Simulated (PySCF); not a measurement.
Positional isomers: azulene hydroxy+boryl. Isolated molecules, 0 K electronic values unless said otherwise. One relaxed conformer stands for each flexible species; it need not be the lowest. Strings in code marks are SMILES.

Level of theory: PBE-D3(BJ)/def2-TZVP // PBE0-D3(BJ)/def2-SVP run with PySCF. All candidates: neutral, multiplicity 1. Delta-SCF ions had no search for a lower state. Excitations are Tamm–Dancoff values on a coarser integration grid. The basis has no diffuse functions, so Rydberg states are missing or too high.

```
Item                                           Value
-------------------------------------------  -------
vertical ionisation energy (Delta-SCF)       7.44 eV
HOMO–LUMO gap                                1.97 eV
brightest of the four lowest singlets (TDA)  3.37 eV
```

Q: Name which member has these values.
A) `Bc1ccc(O)cc2cccc1-2`
B) `Bc1ccc2cc(O)cc-2cc1`
C) `Bc1ccc2cc(O)cccc1-2`
D) `Bc1ccc2cccc-2cc1O`

A: C, `Bc1ccc2cc(O)cccc1-2`. The others give `Bc1ccc(O)cc2cccc1-2`: 7.18 eV, 1.32 eV, 3.64 eV; `Bc1ccc2cc(O)cc-2cc1`: 7.56 eV, 1.86 eV, 3.20 eV; `Bc1ccc2cccc-2cc1O`: 7.17 eV, 1.26 eV, 3.88 eV
